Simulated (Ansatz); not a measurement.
System: sum formula BClF2 (charge 0, singlet). SMILES: FB(F)Cl
Geometry: optimised at B3LYP-D3(BJ)/def2-TZVP (Ansatz, a quantum-chemistry and plane-wave program).

Property: vertical triplet-singlet gap (E(triplet) - E(singlet); each state is the SCF solution reached for its spin; for the triplet the Hartree-Fock reference is unstable and T1 is 0.018), in kcal/mol. Cores are frozen in the correlated levels unless marked. UHF or UKS for open shells. No spin-orbit coupling. No relativistic terms. Basis-set limits of correlation are two-point, X^-3; Hartree-Fock from the larger set. The bracket is a focal-point correction in the basis named.

| level | program | vertical triplet-singlet gap (kcal/mol) | minus last row |
|---|---|---|---|
| HF/aug-cc-pV(D+d)Z | Ansatz | 179.3 | -11.6 |
| HF/aug-cc-pV(T+d)Z | Ansatz | 177.6 | -13.3 |
| SVWN5/def2-TZVPD | Ansatz | 172.8 | -18.1 |
| PBE/def2-TZVPD | Ansatz | 170.5 | -20.4 |
| PBE0/def2-TZVPD | Ansatz | 179.1 | -11.8 |
| BHLYP/def2-TZVPD | Ansatz | 183.8 | -7.1 |
| CAM-B3LYP/def2-TZVPD | Ansatz | 182.0 | -8.9 |
| wB97X-V/def2-TZVPD | Ansatz | 187.6 | -3.3 |
| B2PLYP/def2-TZVPD | Ansatz | 186.7 | -4.2 |
| MP2/aug-cc-pV(D+d)Z | Ansatz | 196.2 | 5.3 |
| MP2/aug-cc-pV(T+d)Z | Ansatz | 194.8 | 3.9 |
| RI-MP2/aug-cc-pV(Q+d)Z | Ansatz | 195.4 | 4.5 |
| RI-MP2/CBS(aug-cc-pV(T+d)Z,aug-cc-pV(Q+d)Z) | Ansatz | 196.1 | 5.2 |
| SCS-MP2/aug-cc-pV(D+d)Z | Ansatz | 196.1 | 5.2 |
| SCS-MP2/aug-cc-pV(T+d)Z | Ansatz | 195.3 | 4.4 |
| CCSD/aug-cc-pV(D+d)Z | Ansatz | 190.2 | -0.7 |
| CCSD/aug-cc-pV(T+d)Z | Ansatz | 188.7 | -2.2 |
| CCSD/aug-cc-pV(Q+d)Z | Ansatz | 189.9 | -1.0 |
| CCSD(T)/aug-cc-pV(T+d)Z | Ansatz | 189.6 | -1.3 |
| RI-MP2/CBS(aug-cc-pV(T+d)Z,aug-cc-pV(Q+d)Z)+[CCSD(T)-MP2]/aug-cc-pV(D+d)Z | Ansatz | 190.6 | -0.3 |
| RI-MP2/CBS(aug-cc-pV(T+d)Z,aug-cc-pV(Q+d)Z)+[CCSD(T)-MP2]/aug-cc-pV(T+d)Z | Ansatz | 190.9 | 0.0 |
